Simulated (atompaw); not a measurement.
## Which change was made? (Ge, PAW (atompaw))

* Element: Ge
* Generator: atompaw 4.2.0.5
* Type: PAW
* Functional: PBEsol
* Relativity: non-relativistic
* Frozen core: [Ar] 3d10
* Valence charge: 4
* Reference configuration: 4s2 4p2
* Partial waves: 4s (bound): rc 2.00 bohr; 4s channel at 2 Ry: rc 2.00 bohr; 4p (bound): rc 2.15 bohr; 4p channel at 4.65 Ry: rc 1.95 bohr; 4d channel at 0.2 Ry: rc 2.15 bohr; 4d channel at 1.1 Ry: rc 2.15 bohr
* Local potential: troulliermartins scheme with l = 3 at 1 Ry, radius 1.55 bohr
* Core correction: smooth core density matched at 2.10 bohr
* Augmentation charge: besselshape compensation charge, radius 2.15 bohr; PAW radius 2.15 bohr; waves and projectors: custom rrkj gramschmidtortho

Cutoffs, loose and tight: the cutoffs (Ry, on a coarse ladder) from which the occupation-weighted sum of valence levels, in a spherical-Bessel basis at the reference potential, stays within 10 and 1 mRy of its value at 400 Ry. They see the waves, projectors and local potential, not the compensation charge or the core.

The base gives: outcome: generated; cutoff, loose: 8 Ry; cutoff, tight: 12 Ry; bound ghosts: d.

(1) After one change the result is: outcome: failed: atompaw: The overlap operator has at least one negative eigenvalue!. Which change was it?
A. wave 4d channel at 1.1 Ry: rc 2.15 bohr becomes 4d channel at 1.1 Ry: rc 2.06 bohr
B. augmentation besselshape compensation charge, radius 2.15 bohr; PAW radius 2.15 bohr; waves and projectors: custom polynom2 7 10 vanderbiltortho
C. augmentation besselshape compensation charge, radius 1.34 bohr; PAW radius 2.15 bohr; waves and projectors: custom rrkj gramschmidtortho

Results:

(1) B. The others give: augmentation besselshape compensation charge, radius 1.34 bohr; PAW radius 2.15 bohr; waves and projectors: custom rrkj gramschmidtortho → outcome: generated, no UPF (negative core plus compensation charge); cutoff, loose: 8 Ry; cutoff, tight: 12 Ry; bound ghosts: d | wave 4d channel at 1.1 Ry: rc 2.15 bohr becomes 4d channel at 1.1 Ry: rc 2.06 bohr → outcome: generated; cutoff, loose: 8 Ry; cutoff, tight: 12 Ry; bound ghosts: none.
